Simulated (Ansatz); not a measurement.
Basis sets compared for Al₂Si₂. Total charge 0; singlet. Geometry PBE-D4/def2-TZVP. Ansatz on 4 threads of Arm Neoverse V2 on a shared host; times are rough, and most runs start from earlier orbitals.

```xyz
4

Al   -0.955   -0.344   -0.659
Al    0.952    0.346    0.663
Si    0.029    1.904   -1.035
Si   -0.026   -1.906    1.031
```

At PBE0-D4/def2-TZVP a triplet of charge 0 lies 0.32 eV below the restricted singlet, each at its own geometry. The structure comes from a short search, and lower isomers may exist.

```json
{"level": "PBE-D4/def2-SVP", "functions": "72", "energy (Eh)": "-1062.8547", "HOMO (eV)": "-4.74", "LUMO (eV)": "-4.49", "wall time": "0.55 s"}
{"level": "PBE-D4/def2-TZVP", "functions": "148", "energy (Eh)": "-1063.2251", "HOMO (eV)": "-4.70", "LUMO (eV)": "-4.41", "wall time": "1.2 s"}
{"level": "PBE0-D4/def2-SVP", "functions": "72", "energy (Eh)": "-1062.9347", "HOMO (eV)": "-5.58", "LUMO (eV)": "-3.88", "wall time": "0.7 s"}
{"level": "PBE0-D4/def2-TZVP", "functions": "148", "energy (Eh)": "-1063.3009", "HOMO (eV)": "-5.52", "LUMO (eV)": "-3.77", "wall time": "1.4 s"}
```

(1) Estimate the rows for PBE-D4/def2-TZVPD, PBE0-D4/def2-TZVPD.

Answers

(1) 
| level | functions | energy (Eh) | HOMO (eV) | LUMO (eV) | wall time |
| --- | --- | --- | --- | --- | --- |
| PBE-D4/def2-TZVPD | 172 | -1063.2257 | -4.72 | -4.41 | 1.7 s |
| PBE0-D4/def2-TZVPD | 172 | -1063.3015 | -5.52 | -3.78 | 2.2 s |
